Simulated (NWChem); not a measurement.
System: silicon monosulfide (SiS, singlet); SMILES S=[Si]

Input file for NWChem:

```
start job
memory heap 200 mb stack 900 mb global 1100 mb
geometry units angstroms noautosym nocenter noautoz
  Si     0.000000     0.000000     1.031651
  S      0.000000     0.000000    -0.898310
end
basis spherical
  Si library 6-31+g*
  S library 6-31+g*
end
dft
  xc bhlyp
  iterations 150
end
property
  response 1 0.0
end
task dft property
```

Excerpt of the output:

```
             Northwest Computational Chemistry Package (NWChem) 7.3.0
             --------------------------------------------------------

                             Geometry "geometry" -> ""
                             -------------------------

 Output coordinates in angstroms (scale by  1.889725989 to convert to a.u.)

  No.       Tag          Charge          X              Y              Z
 ---- ---------------- ---------- -------------- -------------- --------------
    1 Si                  14.0000     0.00000000     0.00000000     1.03165100
    2 S                   16.0000     0.00000000     0.00000000    -0.89831000

 Effective nuclear repulsion energy (a.u.)      61.4187041997

                              NWChem Property Module
                              ----------------------

                                 NWChem DFT Module
                                 -----------------

 Summary of "ao basis" -> "ao basis" (spherical)
 ------------------------------------------------------------------------------
       Tag                 Description            Shells   Functions and Types
 ---------------- ------------------------------  ------  ---------------------
 Si                         6-31+g*                 10       22   5s4p1d
 S                          6-31+g*                 10       22   5s4p1d

            General Information
            -------------------
          SCF calculation type: DFT
          Wavefunction type:  closed shell.
          No. of atoms     :     2
          No. of electrons :    30
           Alpha electrons :    15
            Beta electrons :    15
          Charge           :     0
          Spin multiplicity:     1
          Use of symmetry is: off; symmetry adaption is: off
          Maximum number of iterations: 150
          AO basis - number of functions:    44
                     number of shells:    20
          Convergence on energy requested:  1.00D-06
          Convergence on density requested:  1.00D-05
          Convergence on gradient requested:  5.00D-04

              XC Information
              --------------
                        BHLYP Method XC Functional
                     Hartree-Fock (Exact) Exchange  0.500
                        Slater Exchange Functional  0.500 local
                    Becke 1988 Exchange Functional  0.500 non-local
              Lee-Yang-Parr Correlation Functional  1.000

             Grid Information
             ----------------
          Grid used for XC integration:  medium
          Radial quadrature: Mura-Knowles
          Angular quadrature: Lebedev.
          Tag              B.-S. Rad. Rad. Pts. Rad. Cut. Ang. Pts.
          ---              ---------- --------- --------- ---------
          Si                  1.10       88          12.0       590
          S                   1.00       88          12.0       590
          Grid pruning is: on
          Number of quadrature shells:   176
          Spatial weights used:  Erf1

      Superposition of Atomic Density Guess
      -------------------------------------

 Sum of atomic energies:        -686.27402881

      Non-variational initial energy
      ------------------------------

 Total energy =    -686.483870
 1-e energy   =   -1072.101957
 2-e energy   =     324.199383
 HOMO         =      -0.285726
 LUMO         =      -0.040644

   convergence    iter        energy       DeltaE   RMS-Dens  Diis-err
 ---------------- ----- ----------------- --------- --------- ---------
 d= 0,ls=0.0,diis     1   -687.6065099933 -7.49D+02  2.95D-02  2.24D-01
 d= 0,ls=0.0,diis     2   -687.5274588473  7.91D-02  1.76D-02  6.55D-01
 d= 0,ls=0.0,diis     3   -687.6548638821 -1.27D-01  1.27D-03  1.46D-03
 d= 0,ls=0.0,diis     4   -687.6551039724 -2.40D-04  3.61D-04  2.20D-04
 d= 0,ls=0.0,diis     5   -687.6551446538 -4.07D-05  8.04D-05  1.81D-06
 d= 0,ls=0.0,diis     6   -687.6551452446 -5.91D-07  8.84D-06  4.00D-08

         Total DFT energy =     -687.655145244615
      One electron energy =    -1073.352085319363
           Coulomb energy =      370.846364159853
    Exchange-Corr. energy =      -46.568128284792
 Nuclear repulsion energy =       61.418704199687

 Numeric. integr. density =       30.000000111748

                       DFT Final Molecular Orbital Analysis
                       ------------------------------------

 Vector   13  Occ=2.000000D+00  E=-3.379723D-01
              MO Center= -5.5D-08,  6.1D-08, -4.8D-01, r^2= 2.0D+00
   Bfn.  Coefficient  Atom+Function         Bfn.  Coefficient  Atom+Function
  ----- ------------  ---------------      ----- ------------  ---------------
    30      0.442116  2 S  py                29     -0.401634  2 S  px
    34      0.239936  2 S  py                33     -0.217966  2 S  px
     8      0.208212  1 Si py                 7     -0.189147  1 Si px
    26     -0.169164  2 S  py                25      0.153674  2 S  px
    12      0.086410  1 Si py                 4     -0.080353  1 Si py

 Vector   14  Occ=2.000000D+00  E=-3.379723D-01
              MO Center=  4.3D-09,  3.8D-09, -4.8D-01, r^2= 2.0D+00
   Bfn.  Coefficient  Atom+Function         Bfn.  Coefficient  Atom+Function
  ----- ------------  ---------------      ----- ------------  ---------------
    29      0.442116  2 S  px                30      0.401634  2 S  py
    33      0.239936  2 S  px                34      0.217966  2 S  py
     7      0.208212  1 Si px                 8      0.189147  1 Si py
    25     -0.169164  2 S  px                26     -0.153674  2 S  py
    11      0.086410  1 Si px                 3     -0.080353  1 Si px

 Vector   15  Occ=2.000000D+00  E=-3.351531D-01
              MO Center=  5.0D-08, -6.5D-08,  5.4D-01, r^2= 3.2D+00
   Bfn.  Coefficient  Atom+Function         Bfn.  Coefficient  Atom+Function
  ----- ------------  ---------------      ----- ------------  ---------------
    31     -0.481861  2 S  pz                 9      0.458539  1 Si pz
    10      0.356665  1 Si s                  6      0.274421  1 Si s
    35     -0.197251  2 S  pz                27      0.185387  2 S  pz
     5     -0.175278  1 Si pz                 2     -0.129726  1 Si s
    13      0.100070  1 Si pz                32      0.071460  2 S  s

 Vector   16  Occ=0.000000D+00  E=-5.812033D-02
              MO Center= -6.0D-10,  6.8D-10,  7.9D-01, r^2= 4.1D+00
   Bfn.  Coefficient  Atom+Function         Bfn.  Coefficient  Atom+Function
  ----- ------------  ---------------      ----- ------------  ---------------
     8      0.376760  1 Si py                12      0.363453  1 Si py
     7     -0.342000  1 Si px                11     -0.329920  1 Si px
    30     -0.251216  2 S  py                34     -0.234332  2 S  py
    29      0.228038  2 S  px                16      0.218265  1 Si py
    33      0.212712  2 S  px                15     -0.198127  1 Si px

 Vector   17  Occ=0.000000D+00  E=-5.812033D-02
              MO Center=  1.2D-11, -4.0D-12,  7.9D-01, r^2= 4.1D+00
   Bfn.  Coefficient  Atom+Function         Bfn.  Coefficient  Atom+Function
  ----- ------------  ---------------      ----- ------------  ---------------
     7      0.376760  1 Si px                11      0.363453  1 Si px
     8      0.342000  1 Si py                12      0.329920  1 Si py
    29     -0.251216  2 S  px                33     -0.234332  2 S  px
    30     -0.228039  2 S  py                15      0.218265  1 Si px
    34     -0.212712  2 S  py                16      0.198127  1 Si py

 Vector   18  Occ=0.000000D+00  E= 2.500281D-02
              MO Center= -9.3D-10,  4.9D-09, -1.9D-01, r^2= 1.2D+01
   Bfn.  Coefficient  Atom+Function         Bfn.  Coefficient  Atom+Function
  ----- ------------  ---------------      ----- ------------  ---------------
    14      4.325756  1 Si s                 36     -3.549904  2 S  s
    17     -1.838590  1 Si pz                39     -1.282179  2 S  pz
    13     -0.429054  1 Si pz                28     -0.233779  2 S  s
    10     -0.230379  1 Si s                 32     -0.228541  2 S  s
     9     -0.097913  1 Si pz                 6     -0.080879  1 Si s

     Multipole analysis of the density
     ---------------------------------

     L   x y z        total         alpha         beta         nuclear
     -   - - -        -----         -----         ----         -------
     0   0 0 0     -0.000000    -15.000000    -15.000000     30.000000

     1   1 0 0      0.000000      0.000000      0.000000      0.000000
     1   0 1 0     -0.000000     -0.000000     -0.000000      0.000000
     1   0 0 1      0.856270      0.361849      0.361849      0.132572

     2   2 0 0    -18.898001     -9.449001     -9.449001      0.000000
     2   1 1 0      0.000000      0.000000      0.000000      0.000000
     2   1 0 1     -0.000000     -0.000000     -0.000000      0.000000
     2   0 2 0    -18.898001     -9.449001     -9.449001      0.000000
     2   0 1 1      0.000000      0.000000      0.000000      0.000000
     2   0 0 2    -20.274743    -59.795925    -59.795925     99.317108

 *** CALLING NEW AORESP DRIVER FOR CLOSED AND OPEN SHELLS ***
 Entering AOResponse driver routine

--------------------------------------------------------------------------------

          -----------------------------------------------
          Solving response equations for perturbing field
          -----------------------------------------------

 number of frequencies:     1
 frequency in a.u.:  0.0000000E+00
 Perturbing field: electric
 Using El. Dipole Length Gauge

 Setting up CPKS with frequency omega =      0.00000000 a.u.

 STATIC response

                                NWChem CPHF Module
                                ------------------

  scftype          =     RHF
  nclosed          =       15
  nopen            =        0
  variables        =      435
  # of vectors     =        3
  tolerance        = 0.10D-03
  level shift      = 0.00D+00
  max iterations   =       50
  max subspace     =       30

 SCF residual:    7.7417218777445657E-005

Iterative solution of linear equations
  No. of variables      435
  No. of equations        3
  Maximum subspace       30
        Iterations       50
       Convergence  1.0D-04

   iter   nsub   residual    time
   ----  ------  --------  ---------
     1      3    6.64D+00       2.9
     2      6    1.91D+00       3.8
     3      9    1.80D-01       4.6
     4     12    4.05D-02       5.6
     5     15    3.06D-03       6.4
     6     18    5.87D-04       7.3
     7     21    7.75D-05       8.2

 Electric Dipole Response Matrix (nonzero elements):

              1        2        3
    1   29.2692  -0.0000   0.0000
    2   -0.0000  29.2692  -0.0000
    3    0.0000  -0.0000  65.9225

 ------------------------------------------
 average:        41.48698 + I       0.00000

 DFT Linear Response polarizability / au
 Frequency  =       0.0000000 / au
              X              Y              Z
 -----------------------------------------------
 X      29.2692006     -0.0000000      0.0000000
 Y      -0.0000000     29.2692006     -0.0000000
 Z       0.0000000     -0.0000000     65.9225481
 -----------------------------------------------
 Eigenvalues =      29.2692006     29.2692006     65.9225481
 Isotropic   =      41.4869831
 Anisotropic =      36.6533475
 -----------------------------------------------

 Magnetic Dipole Response Matrix (nonzero elements):

 Exiting AOResponse driver routine
```

Level: BHandHLYP/6-31+G* (spherical d). Low-valent species are run as closed-shell singlets; no triplet was tried in these runs. The geometry was optimised at PBE0-D3(BJ)/def2-TZVP.
